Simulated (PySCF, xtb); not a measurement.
Si(H)3(OAc) (C₂H₆O₂Si), SMILES CC(=O)O[SiH3].

xtb with GFN2-xTB at its own geometry gives an orbital gap of 4.90 eV and a dipole moment of 2.16 D.

The structure is a stationary point at r2SCAN-D4/def2-SVP.

### Question
What does PBE0/def2-TZVP (PySCF) give? (An estimate is asked for; the answer gives what the named calculation found.)

### Answer
gap 8.16 eV (levels -8.25 and -0.09 eV), dipole 1.79 D.
